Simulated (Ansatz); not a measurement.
C6H11NSi, SMILES `C=C[Si](N)(C=C)C=C` at its PBE0-D4/def2-TZVP geometry, where that method's forces vanish. The species carries charge 0 and has multiplicity 1.

```xyz
19

C     0.9570    0.2151   -2.5570
C    -0.0532   -0.2586   -1.8319
Si   -0.1531   -0.1105    0.0236
N    -0.0381   -1.7005    0.6637
C    -1.7919    0.6089    0.5432
C    -2.8012   -0.1241    1.0063
C     1.1894    1.0504    0.6057
C     2.2472    0.6493    1.3054
H     0.9926    0.1180   -3.6391
H     1.7985    0.7231   -2.0933
H    -0.8712   -0.7557   -2.3528
H     0.5399   -2.3878    0.2102
H    -0.1223   -1.8766    1.6514
H    -1.9374    1.6863    0.4653
H    -2.7155   -1.2030    1.1018
H    -3.7502    0.3142    1.3045
H     1.1076    2.1134    0.3754
H     3.0187    1.3345    1.6472
H     2.3829   -0.3965    1.5703
```

(1) What forces (eV/Å) does r2SCAN-D4/def2-TZVPP give on these atoms in the Gaussian-basis code of Ansatz? (An estimate is asked.)

Results:

(1) The calculation gave: 
```
C1   0.146  0.074 -0.140
C2  -0.130 -0.057  0.116
Si3 -0.002  0.033  0.004
N4  -0.044  0.004 -0.036
C5   0.165  0.092 -0.072
C6  -0.177 -0.103  0.078
C7  -0.168  0.034 -0.099
C8   0.177 -0.035  0.115
H9   0.008  0.002  0.003
H10 -0.007 -0.003 -0.010
H11 -0.006 -0.009 -0.015
H12  0.026 -0.032  0.020
H13  0.012 -0.027  0.027
H14 -0.009  0.012  0.002
H15 -0.005  0.010  0.005
H16  0.000 -0.008  0.001
H17  0.008  0.017 -0.003
H18  0.002 -0.009  0.003
H19  0.002  0.006  0.001
```
